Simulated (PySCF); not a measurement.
**Nd2S3 at several levels of theory**

Computed with PySCF 2.14.0 (density fitting, no spin-orbit coupling) at the geometry relaxed with B3LYP:

```xyz
5
Nd2S3 (singlet in the valence; each metal's 4f electrons, 3 of them, lie in its core potential, out of spins and levels)
Nd    0.0000    0.0000    1.6147
Nd    0.0000    0.0000   -1.6147
S     2.0743    0.0000    0.0000
S    -1.0372    1.7964    0.0000
S    -1.0372   -1.7964    0.0000
```

| level | basis | state | HOMO (eV) | gap (eV) | charge on Nd1 (e) | population of f-type functions on Nd1 (polarisation alone where 4f lies in the core) | dipole about the centre of mass (D) | largest force component (eV/Å) |
| --- | --- | --- | --- | --- | --- | --- | --- | --- |
| B3LYP | Nd lcecp-1-SVP with ECP49, S def2-SVP | singlet | -4.87 | 2.89 | 0.70 | 0.04 | 0.00 | 0.01 |
| BP86 | the same | singlet | -4.28 | 1.69 | 0.62 | 0.04 | 0.00 | 0.18 |
| HF | the same | singlet | -7.19 | 7.11 | 1.07 | 0.05 | 0.00 | 0.60 |
| PBE | the same | singlet | -4.20 | 1.69 | 0.62 | 0.04 | 0.00 | 0.23 |
| B3LYP | Nd lcecp-1-TZVP with ECP49, S def2-TZVP | singlet | -5.01 | 3.00 | 1.11 | 0.05 | 0.00 | 0.09 |

In the lcecp rows the 4f levels are missing from HOMO and gap, and the state counts the valence alone.

Charges are Mulliken's, which hang on the basis. The relaxation used the grid (50, 194), these runs (75, 302) or, all-electron (x2c bases, spin-free X2C Hamiltonian), (99, 590).

Problem. What does PBE0 with Nd lcecp-1-SVP with ECP49, S def2-SVP give here?

Solution. state singlet, HOMO (eV) -5.13, gap (eV) 3.32, charge on Nd1 (e) 0.75, population of f-type functions on Nd1 (polarisation alone where 4f lies in the core) 0.04, dipole about the centre of mass (D) 0.00, largest force component (eV/Å) 0.45. Time: 8.3 s on 2 threads of Arm Neoverse V2, with other jobs on the host, from an already converged density.

In the first row's basis the gap widens with exact exchange: 1.7 eV for BP86, PBE (none); 2.9 to 3.3 eV for B3LYP, PBE0 (a fixed share); 7.1 eV for Hartree–Fock (rising or full at long range).

An lcecp potential fixes the number of 4f electrons, so in runs with it no electron can move into or out of that shell.
